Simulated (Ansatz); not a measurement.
Reaction (ligand exchange at the Sn–S bond): `C[O][Sn]([CH3])([F])[S]C` + H₂S → `C[O][Sn]([CH3])([F])[SH]` + CH₃SH

Gas-phase electronic energies from Ansatz, PBE0-D4/def2-TZVP geometries. CCSD(T)/CBS is the MP2 limit (def2-TZVPP, def2-QZVPP) plus CCSD(T) − MP2 in def2-TZVPP, frozen cores. This one scheme is used for every species. DFT in def2-TZVPP. B3LYP here is the variant with VWN-RPA as its local correlation; programs differ in this. def2 core potentials past Kr. For Sn outer-core shells are correlated without core-valence functions, which leaves a few kJ/mol of doubt a bond. Each species was taken in one conformer, which may not be the lowest.

`C[O][Sn]([CH3])([F])[S]C`:

```xyz
16

C    -1.307   -1.415   -1.489
O    -0.762   -1.287   -0.195
Sn    0.961   -0.413    0.092
C     1.423   -0.612    2.146
F     2.264   -1.400   -0.921
S     0.890    1.706   -0.990
C    -0.655    2.325   -0.247
H    -1.225   -0.490   -2.075
H    -0.820   -2.217   -2.054
H    -2.368   -1.661   -1.388
H     1.617   -1.665    2.349
H     2.305   -0.018    2.381
H     0.574   -0.273    2.739
H    -0.903    3.239   -0.786
H    -1.471    1.614   -0.370
H    -0.525    2.566    0.807
```

H₂S:

Cartesian coordinates in Å:
```
S 0.408 -0.455 -0.101
H 0.047 0.245 0.984
H -0.456 0.210 -0.883
```

`C[O][Sn]([CH3])([F])[SH]`:

Z-matrix (Å, degrees):
```
C
O 1 1.410
H 1 1.093 2 108.0
H 1 1.096 2 111.6 3 -118.9
H 1 1.097 2 112.4 3 119.1
Sn 2 1.946 1 121.7 3 -167.5
F 6 1.927 2 105.4 1 -64.7
C 6 2.111 2 107.8 1 177.9
S 6 2.388 2 110.6 1 44.7
H 8 1.089 6 108.2 2 22.7
H 8 1.089 6 108.7 2 142.3
H 8 1.089 6 109.7 2 -97.5
H 9 1.345 6 90.3 2 -104.8
```

CH₃SH:

Cartesian coordinates in Å:
```
C 0.445 0.036 -0.205
S -0.736 -0.435 1.078
H 0.230 -0.463 -1.149
H 1.423 -0.294 0.147
H 0.473 1.115 -0.346
H -1.835 0.041 0.474
```

**Question.** Is it downhill or uphill in electronic energy at CCSD(T)/CBS, and by how much? (Best estimate.)

**Answer.** The calculation gave: Nearly level: ΔE = -2.5 kJ/mol.

**Question.** What do these levels give: ωB97X-V, ωB97M-V, B2PLYP, PBE, r2SCAN, PBE0, B3LYP, MP2/def2-TZVPP, CCSD/def2-TZVPP, MP2/def2-QZVPP, SCS-MP2/def2-QZVPP, MP2/CBS(def2)? (Best estimate.)

**Answer.** The calculation gave: ωB97X-V -6.1, ωB97M-V -5.7, B2PLYP -7.6, PBE -9.0, r2SCAN -7.4, PBE0 -9.6, B3LYP -10.5, MP2/def2-TZVPP -3.0, CCSD/def2-TZVPP -5.2, MP2/def2-QZVPP -2.3, SCS-MP2/def2-QZVPP -4.0, MP2/CBS(def2) -1.7 kJ/mol.

Largest T1 diagnostic among the species: 0.013.

In def2-TZVPP, CCSD(T) changes the Hartree–Fock value by +8.8 kJ/mol (the triples alone add +1.5 kJ/mol) and MP2 by +9.6 kJ/mol. The D4 term adds +6.6 kJ/mol with B3LYP and +4.0 kJ/mol with PBE0; it sums over pairs of atoms, weighted by their polarisabilities, and B3LYP, whose exchange is more repulsive, gets the larger term.
